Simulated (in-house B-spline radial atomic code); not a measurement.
# Ionising the nickel ion Ni⁵⁺ with different functionals

Computed with a radial B-spline atomic code at the basis-set limit: non-relativistic Hamiltonian, point nucleus, spin-polarised at highest spin, spherical fractional occupations for the functionals, the average over the highest-spin determinants for Hartree-Fock. The ionisation energy is the difference of two self-consistent energies, [Ar] 3d5 → [Ar] 3d4, without Breit or QED terms; ε is the level of the shell that loses the electron (its least bound occupied spin orbital).

Hybrids are left out here: with spherical fractional occupations of an open shell their exact exchange keeps a self-interaction that integer-occupation calculations don't have.

| method | rung | ΔSCF (eV) | -ε(3d) (eV) |
| --- | --- | --- | --- |
| Hartree-Fock | Hartree-Fock | 107.39 | 109.73 |
| LDA VWN5 | LDA | 108.32 | 95.58 |
| LDA PW92 | LDA | 108.31 | 95.57 |
| LDA exchange-only | LDA | ? | ? |
| PBE | GGA | 108.13 | 95.39 |
| PBEsol | GGA | 108.09 | 95.35 |
| BLYP | GGA | ? | ? |
| RPBE | GGA | 108.08 | 95.33 |
| PW91 | GGA | 108.26 | 95.51 |
| BP86 | GGA | 108.12 | 95.37 |
| AM05 | GGA | 108.11 | 95.37 |
| OLYP | GGA | 108.82 | 96.01 |
| TPSS | meta-GGA | 108.08 | 95.35 |
| SCAN | meta-GGA | 108.95 | 96.28 |
| r2SCAN | meta-GGA | 108.98 | 96.32 |
| M06-L | meta-GGA | 108.85 | 96.15 |
| revTPSS | meta-GGA | 108.01 | 95.29 |

**Question.** What does LDA exchange-only give?

**Answer.** ΔSCF 106.65 eV, and -ε(3d) = 93.97 eV.

**Question.** What does BLYP give?

**Answer.** ΔSCF 107.97 eV, and -ε(3d) = 95.20 eV.

**Question.** How do they compare with the NIST value?

**Answer.** NIST lists 108 eV ± 1 (semi-empirical, ground level to ground level). Errors run from -1.35 to +0.98 eV; all lie within about twice that uncertainty, so the table can't rank the methods. Hartree-Fock also lacks correlation.
